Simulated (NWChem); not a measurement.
Molecule: ZnH$_{2}$Se; SMILES [ZnH][SeH]

```xyz
4

Zn     0.2450    -1.0262    -0.0012
H      0.3445    -2.5653    -0.0027
Se     0.1094     1.2754     0.0010
H     -1.3754     1.1708    -0.0019
```
Atoms are numbered in this order, from 1.

Computed with NWChem. The geometry was optimised at PBE-D3(BJ)/def2-SVP. Static field.

```csv
level,isotropic polarisability (bohr³),anisotropy (bohr³)
PBE/def2-SVPD,60.2,32.3
B3LYP/def2-SVPD,58.4,30.5
"LDA (Slater exchange, VWN5)/def2-SVPD",60.5,33.6
BHandHLYP/def2-SVPD,55.7,26.0
```
